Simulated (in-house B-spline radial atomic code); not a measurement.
Computed with a B-spline radial atomic code. Model: two electrons, singlet ground state, non-relativistic, full CI in B-splines with partial waves to l = 8 (at full coupling up to 3e-4 hartree above the limit, correlation up to 0.6 % small), density held at that of full coupling by Lieb maximisation.

Along the adiabatic connection the electron repulsion is scaled by a coupling λ while a local potential keeps the density fixed. At λ = 0 the system is the Kohn-Sham one and W equals the exchange energy; the exchange-correlation energy is the area under W between 0 and 1. The kinetic energy rises with λ as the electrons avoid each other, with dT/dλ = −λ dW/dλ.

Command:
```bash
python run_ac.py task.json out
```
Settings (lengths in bohr, energies in hartree):
```
potential              gauss
strength               20.2
lmax                   8
second                 9.13
```

Time taken, with all properties: 70 s on 1 thread of Intel(R) Xeon(R) Processor @ 2.30GHz (shared host).

**W = mean repulsion less Hartree energy, and W of three functionals.**

Given: confinement Gaussian well; well depth 20.2 hartree; well width 9.13 bohr; external potential -V exp(-r^2/w^2).

Computed: PBE exchange minus exact 25.966 millihartree; SCAN exchange minus exact 1.5277 millihartree.

| coupling | W xc (hartree) | W xc minus exchange (millihartree) | kinetic minus Kohn-Sham (millihartree) | LDA (PW92) W minus its exchange (millihartree) | PBE W minus its exchange (millihartree) | SCAN W minus its exchange (millihartree) |
| --- | --- | --- | --- | --- | --- | --- |
| 0 | -0.6081 | 0 | 0 | 0 | 0 | 0 |
| 0.02 | ? | ? | ? | ? | ? | ? |
| 0.05 | -0.61304 | -4.931 | 0.12 | -21.66 | -7.89 | -4.63 |
| 0.12 | -0.61962 | -11.521 | 0.68 | -40.43 | -17.61 | -10.7 |
| 0.25 | -0.63096 | -22.859 | 2.77 | -65.68 | -33.06 | -21.07 |
| 0.4 | -0.64274 | -34.64 | 6.58 | -87.66 | -48.14 | -31.85 |
| 0.6 | -0.65658 | -48.48 | 13.47 | -110.64 | -65.12 | -44.64 |
| 0.8 | -0.66862 | -60.519 | 21.87 | -129.18 | -79.55 | -55.96 |
| 1 | ? | ? | ? | ? | ? | ? |
| 1.4 | -0.69669 | -88.59 | 52.23 | -169.83 | -112.99 | -83.4 |
| 2 | -0.71659 | -108.49 | 85.74 | -197.96 | -137.24 | -103.99 |
| 3 | -0.73935 | -131.25 | 141.81 | -230.69 | -166.31 | -128.86 |
| 4.5 | -0.76073 | -152.63 | 220.67 | -262.91 | -195.61 | -153.3 |
| 7 | -0.7814 | -173.29 | 336.94 | -296.16 | -226.36 | -177.05 |
| 10 | -0.79585 | -187.75 | 458.04 | -320.99 | -249.59 | -192.82 |

Task: What belongs in the row 0.02?

Result: W xc (hartree): -0.6101; W xc minus exchange (millihartree): -1.995; kinetic minus Kohn-Sham (millihartree): 0.02; LDA (PW92) W minus its exchange (millihartree): -10.79; PBE W minus its exchange (millihartree): -3.28; SCAN W minus its exchange (millihartree): -1.89.

Task: What belongs in the row 1?

Result: W xc (hartree): -0.67916; W xc minus exchange (millihartree): -71.06; kinetic minus Kohn-Sham (millihartree): 31.33; LDA (PW92) W minus its exchange (millihartree): -144.74; PBE W minus its exchange (millihartree): -92.09; SCAN W minus its exchange (millihartree): -66.07.

Task: What is the LDA exchange minus exact?

Result: 87.768 millihartree.

**Energy parts, natural occupations and partial-wave weights.**

Computed: total energy -37.7412 hartree; exchange energy -0.6081 hartree; correlation energy -0.03973 hartree; kinetic part of the DFT correlation energy 0.03133 hartree; kinetic part over minus potential part 0.44089; Kohn-Sham kinetic 0.88048 hartree; Lieb Oxford ratio E_xc over LDA exchange 1.245.

```json
{"natural": "s", "occupation of the shell (electrons)": "1.9607"}
{"natural": "p", "occupation of the shell (electrons)": "?"}
{"natural": "s", "occupation of the shell (electrons)": "0.0019799"}
{"natural": "d", "occupation of the shell (electrons)": "0.00098864"}
{"natural": "p", "occupation of the shell (electrons)": "0.00021819"}
{"natural": "f", "occupation of the shell (electrons)": "0.00011626"}
```

Task: What belongs in the row p?

Result: occupation of the shell (electrons): 0.035893.

| wave | weight |
| --- | --- |
| s | 0.98134 |
| p | 0.018062 |
| d | 0.00051586 |
| f | ? |
| g | 1.402e-05 |

Task: What belongs in the row f?

Result: weight: 6.3965e-05.

Task: What is the initial slope twice GL2?

Result: -0.10054 hartree.

Task: What is the Hartree energy?

Result: 1.2162 hartree.

Half-way to full coupling W has made 58 % of its drop, against 50 % for a straight line, and second-order (GL2) theory, half the initial slope, overshoots the correlation energy by about 26 %: a moderate bend, as in light atoms. Over couplings 0 to 1 the errors in E_xc come to about +35 millihartree for LDA, +12 millihartree for PBE, +4.5 millihartree for SCAN, so SCAN is nearest. In LDA and PBE the errors of exchange and correlation have opposite signs, so the sum is smaller than the larger of the two.
